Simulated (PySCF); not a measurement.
# Structure from 2D NMR

Compound of formula C$_{6}$H$_{13}$NSi. Correlations simulated from computed shifts and the bond graph:

HSQC (one-bond C–H):
```tsv
δH	δC
8.41	168.5
6.20	140.3
5.92	140.3
3.82	57.0
1.77	27.4
0.74	14.6
```

COSY cross peaks (H two or three bonds apart, from the bond graph; peaks can be absent where the dihedral angle is near 90°):
```tsv
δH	δH
6.20	5.92
3.82	1.77
1.77	0.74
```

HMBC (two and three bonds, from the bond graph):
```tsv
δH	δC
8.41	149.4, 140.3, 57.0
6.20	168.5, 149.4
5.92	168.5, 149.4
4.19	168.5, 149.4, 140.3
3.82	168.5, 27.4, 14.6
1.77	57.0, 14.6
0.74	57.0, 27.4
```

Carbons without hydrogens: δ 149.4.

Gas phase, a single conformation, non-relativistic Hamiltonian, averaged over atoms made equivalent by symmetry, fast rotation or ring inversion. σ from GIAO-PBE0/pcSseg-1; coordinates at the GFN2-xTB level; PySCF 2.14.

References, each an isolated molecule treated in the same way: 1H, 13C vs TMS.

Exchangeable hydrogens are left out of these lists.

**Question.** Which molecule is this?

**Answer.** SMILES N(=C/C(=C)[SiH3])/CCC.

Structure with atom numbers: `[CH2:1]=[C:2]([SiH3:3])/[CH:4]=[N:5]\[CH2:6][CH2:7][CH3:8]`; H(Xn) means a hydrogen on atom n. Ha(C1) is cis to Si3; Hb(C1) is trans to Si3.

1. δC 168.5 is C4, a C=N carbon (δH 8.41).
2. δC 149.4 is C2, a fully substituted alkene carbon.
3. δC 140.3 is C1, a terminal =CH2 carbon (δH 6.20, 5.92).
4. δC 57.0 is C6, an sp3 CH2 bonded to N (δH 3.82).
5. δC 27.4 is C7, an sp3 CH2 (δH 1.77).
6. δC 14.6 is C8, a methyl carbon (δH 0.74).
7. HMBC from δH 8.41 reaches the proton-free carbon C2.
8. HMBC from δH 6.20 reaches the proton-free carbon C2.
9. HMBC from δH 5.92 reaches the proton-free carbon C2.
10. HMBC from δH 4.19 reaches the proton-free carbon C2.
11. COSY links 6.20–5.92, 3.82–1.77, 1.77–0.74.

The shifts were computed for this structure.

Shifts are as computed. Against solution values, carbons near 30 ppm lie about +3 ppm off and those near 130 ppm about +5 ppm. Of 1211 compounds with measured shifts, 218 miss one by over three times the rms of a fit or turn the order of signals round; such compounds aren't used in these exercises.
